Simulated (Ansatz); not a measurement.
C₆H₁₅ClSi⁺, that is SiClEt3 with one electron fewer, relaxed as a doublet with UKS r2SCAN-D4/def2-SVP in Ansatz, starting from the r2SCAN-D4/def2-SVP geometry of the neutral singlet. Force threshold 0.02 eV/Å.

Start:

Cartesian coordinates in Å:
```
Si -0.030 0.156 0.137
Cl -0.353 1.714 1.519
C 1.176 -1.043 0.939
C 0.685 -1.682 2.241
H 2.121 -0.497 1.115
H 1.418 -1.821 0.189
H 1.450 -2.337 2.687
H 0.429 -0.912 2.986
H -0.217 -2.295 2.079
C 0.686 0.940 -1.414
C 2.013 1.678 -1.213
H -0.075 1.630 -1.822
H 0.796 0.138 -2.169
H 2.363 2.148 -2.146
H 1.912 2.471 -0.456
H 2.810 0.997 -0.872
C -1.702 -0.641 -0.186
C -2.765 0.296 -0.768
H -2.056 -1.072 0.768
H -1.533 -1.505 -0.858
H -3.732 -0.215 -0.896
H -2.929 1.163 -0.108
H -2.468 0.687 -1.755
```

| step | energy (eV) | largest force component (eV/Å) | SCF passes |
| --- | --- | --- | --- |
| 1 | -26843.9408 | 2.652 | 52 |
| 2 | -26844.2445 | 1.765 | 28 |
| 3 | -26844.3650 | 0.514 | 26 |
| 4 | -26844.4012 | 0.216 | 26 |
| 5 | -26844.4097 | 0.097 | 27 |
| 6 | -26844.4108 | 0.032 | 22 |
| 7 | -26844.4112 | 0.025 | 17 |
| 8 | -26844.4114 | 0.006 | 19 |
| 9 | -26844.4116 | 0.014 | 22 |
| 10 | -26844.4117 | 0.009 | 22 |

Force components are those of the run's own axes.

End:

```xyz
23

Si   -0.1637    0.3531    0.1193
Cl   -0.3031    1.7805    1.5789
C     1.1823   -1.0422    0.9395
C     0.6666   -1.7102    2.1559
H     1.9818   -0.2931    1.0764
H     1.3087   -1.6617    0.0362
H     1.4943   -2.3535    2.5369
H     0.4272   -1.0114    2.9709
H    -0.1753   -2.3908    1.9623
C     0.7321    0.9752   -1.3876
C     2.0912    1.6391   -1.1741
H     0.0095    1.7041   -1.8126
H     0.7839    0.1412   -2.1121
H     2.4535    2.0754   -2.1174
H     2.0365    2.4509   -0.4334
H     2.8550    0.9156   -0.8466
C    -1.7459   -0.6279   -0.0621
C    -2.7892    0.2300   -0.7997
H    -2.0968   -0.9122    0.9442
H    -1.5227   -1.5583   -0.6140
H    -3.7260   -0.3480   -0.8770
H    -3.0203    1.1603   -0.2589
H    -2.4797    0.4841   -1.8250
```

By distances, no bond broke or formed. The bond that changes most is Si1–C3, from 1.88 to 2.11 Å (atoms count from 1).

The force fell under the threshold at step 8, but the optimiser went on. No frequencies were taken in this run, so the end may be a saddle point.

It took 2 min on 4 threads of Intel Xeon on a shared host.
